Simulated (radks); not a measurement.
Q: The mean radii <r> (bohr) of the occupied orbitals of an atom or ion are listed with their occupations. All-electron calculation, scalar-relativistic Kohn-Sham, PBE, spin-polarised, spherical densities, finite nucleus; Fermi nuclear charge, rms radius of each element as measured or else 0.836 A^(1/3) + 0.57 fm. Program: a radial shooting solver on a logarithmic mesh with Libxc functionals.

orbital  occ.      <r>
1s up       1  0.01715
1s down     1  0.01715
2s up       1  0.07236
2s down     1  0.07236
2p up       3  0.06523
2p down     3  0.06523
3s up       1   0.1871
3s down     1   0.1871
3p up       3   0.1882
3p down     3   0.1882
3d up       5   0.1704
3d down     5   0.1704
4s up       1   0.4151
4s down     1   0.4151
4p up       3   0.4419
4p down     3   0.4417
4d up       5   0.4681
4d down     5   0.4677
5s up       1   0.9452
4f up       7   0.5148
4f down     7   0.5128
5p up       3    1.084
5p down     3    1.085
5d up       5    1.458
5d down     3    1.475
6d up       1    4.516

Name the element and its charge. Open shells, if any, are filled with parallel spins first.

A: Z = 78, platinum, charge +2: Pt2+ in [Kr] 4d10 4f14 5s1 5p6 5d8 6d1. The 1s radius gives Z: for a bare nucleus <r> = (2 gamma + 1)/(2Z) with gamma = sqrt(1 - (Z/c)^2), 0.01695 bohr for Z = 78, and screening makes it slightly larger (0.01715 here). The occupations add up to 76, and the charge is Z minus that.
